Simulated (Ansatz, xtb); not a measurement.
# C3H5BrO: which of two isomers lies lower

We compare a, `O=CCCBr`, a singlet, with b, `CCC(=O)Br`, a singlet. Both are isolated molecules in the gas phase, relaxed with B3LYP-D3(BJ)/def2-SVP; each stands in its lowest conformer found.

Problem. Estimate which is lower in electronic energy at CCSD(T)/def2-SVP + ΔMP2/def2-TZVPP, and by roughly how much.

Solution. The CCSD(T)/def2-SVP + ΔMP2/def2-TZVPP calculation puts structure b lower, by 48.2 kJ/mol.

The same difference at several levels:

```json
{"level": "GFN2-xTB", "geometry": "GFN2-xTB", "E(b) − E(a) (kJ/mol)": "−63.1", "departure from the last row (kJ/mol)": "−14.9", "job, with rough time for the two": "optimisation, 0.23 s"}
{"level": "HF/STO-3G", "geometry": "GFN2-xTB", "E(b) − E(a) (kJ/mol)": "−47.2", "departure from the last row (kJ/mol)": "+1.0", "job, with rough time for the two": "single point, 0.66 s"}
{"level": "r2SCAN-D4/def2-SVP", "geometry": "GFN2-xTB", "E(b) − E(a) (kJ/mol)": "−67.4", "departure from the last row (kJ/mol)": "−19.2", "job, with rough time for the two": "single point, 5.6 s"}
{"level": "B3LYP-D3(BJ)/def2-SVP", "geometry": "B3LYP-D3(BJ)/def2-SVP", "E(b) − E(a) (kJ/mol)": "−58.3", "departure from the last row (kJ/mol)": "−10.1", "job, with rough time for the two": "optimisation, 36 s"}
{"level": "HF/def2-SVP", "geometry": "B3LYP-D3(BJ)/def2-SVP", "E(b) − E(a) (kJ/mol)": "−33.3", "departure from the last row (kJ/mol)": "+14.9", "job, with rough time for the two": "part of the CCSD(T) run"}
{"level": "MP2/def2-SVP", "geometry": "B3LYP-D3(BJ)/def2-SVP", "E(b) − E(a) (kJ/mol)": "−58.1", "departure from the last row (kJ/mol)": "−9.9", "job, with rough time for the two": "part of the CCSD(T) run"}
{"level": "CCSD(T)/def2-SVP", "geometry": "B3LYP-D3(BJ)/def2-SVP", "E(b) − E(a) (kJ/mol)": "−51.6", "departure from the last row (kJ/mol)": "−3.4", "job, with rough time for the two": "single point"}
{"level": "CCSD(T)/def2-SVP + ΔMP2/def2-TZVPP", "geometry": "B3LYP-D3(BJ)/def2-SVP", "E(b) − E(a) (kJ/mol)": "−48.2", "departure from the last row (kJ/mol)": "", "job, with rough time for the two": "single point, 67 s"}
```

As drawn, both hold the same kinds of bond in the same numbers. Structure a has 0 methyl groups, b 1.

None of the levels shown reverses the order. The largest departure from CCSD(T)/def2-SVP + ΔMP2/def2-TZVPP is that of r2SCAN-D4/def2-SVP, 19.2 kJ/mol. The last row adds to CCSD(T) the change of the MP2 difference between the two basis sets, here +3.4 kJ/mol.

With thermal terms from frequencies at re-optimised GFN2-xTB minima (ideal gas, soft modes damped towards free rotors, one conformer each, 298.15 K, 1 atm): the zero-point term adds +2.1 kJ/mol; ΔH is −45.6 and ΔG −45.8 kJ/mol.

The correlated steps freeze 13 core orbitals; the filled d shell of Br is correlated, in a basis made for valence electrons. Run with Ansatz 0.2.0, xtb 6.7.1; the last row on 2 threads of Intel(R) Xeon(R) Processor @ 2.70GHz on a shared host.
